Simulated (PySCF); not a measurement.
C₃H₇FSi₂, SMILES C[SiH2]C#C[SiH2]F.

Geometry optimised at B3LYP-D3(BJ)/def2-SVP. This is a generated structure with no PubChem entry under its InChIKey; it may be hypothetical.

Method: r2SCAN/def2-TZVP (PySCF).

Symmetry labels are those of the subgroup Cs that the program uses (full group Cs).

Computed valence orbital energies around the gap with their symmetry:
| orbital | symmetry | energy (eV) |
|---|---|---|
| HOMO−7 | A" | -10.67 |
| HOMO−6 | A' | -10.02 |
| HOMO−5 | A' | -9.27 |
| HOMO−4 | A" | -9.03 |
| HOMO−3 | A" | -8.77 |
| HOMO−2 | A' | -8.75 |
| HOMO−1 | A' | -7.47 |
| HOMO | A" | -7.31 |
| LUMO | A' | -1.90 |
| LUMO+1 | A" | -1.46 |
| LUMO+2 | A' | 0.46 |
| LUMO+3 | A' | 0.83 |
